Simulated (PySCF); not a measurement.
Isomers of C7H10NP, from PBE0-D3(BJ)/def2-SVP geometry optimisation, gas phase in PySCF. One conformer each, no zero-point energy, no frequencies.

Task: Which is lower in electronic energy at this level?
A. `[CH2:1]=[CH:2][c:3]1[cH:4][p:5][cH:6][n:7]1[CH2:8][CH3:9]` with C1–C2–C3–C4 -16°, C6–N7–C8–C9 97°: A = 1711, B = 1305, C = 792.2 MHz, dipole 3.79 D
B. `[CH3:1][CH:2]([CH3:3])[c:4]1[n:5][cH:6][cH:7][cH:8][p:9]1` with C1–C2–C4–N5 -62°: A = 2503, B = 1049, C = 879.4 MHz, dipole 1.29 D

Result: B. That is `CC(C)c1ncccp1`, 8.3 kcal/mol below the other.

```
       SMILES                                              mapped SMILES      E (Eh)  relative (kcal/mol)  relative (kJ/mol)  dipole (D)
CC(C)c1ncccp1  [CH3:1][CH:2]([CH3:3])[c:4]1[n:5][cH:6][cH:7][cH:8][p:9]1  -668.01537                  0.0                0.0        1.29
 C=Cc1cpcn1CC  [CH2:1]=[CH:2][c:3]1[cH:4][p:5][cH:6][n:7]1[CH2:8][CH3:9]  -668.00216                  8.3               34.7        3.79
```

As drawn, the higher has a C=C bond outside aromatic rings, which the lower lacks.
